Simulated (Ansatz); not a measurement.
```yaml
atoms:
  - { symbol: Li, position_ang: [1.0937, 0.0329, 0.0149] }
  - { symbol: Li, position_ang: [-1.0713, 0.0622, -0.0253] }
  - { symbol: F, position_ang: [0.0298, 1.3614, 0.0337] }
  - { symbol: F, position_ang: [-0.0313, -1.3362, -0.0308] }
```

RHF on singlet Li₂F₂ was run in several spherical basis sets with Ansatz (development build ahead of 0.2.0).

Rank the basis sets by the total energy that they give, lowest first, with the distance from the lowest.
A. cc-pVDZ
B. STO-3G
C. 6-31G
D. def2-SVP

A (0.00 eV), C (1.14 eV), D (5.17 eV), B (83.73 eV).

Totals follow the description of the cores as much as that of the bonds, so this order isn't one of quality for chemistry.
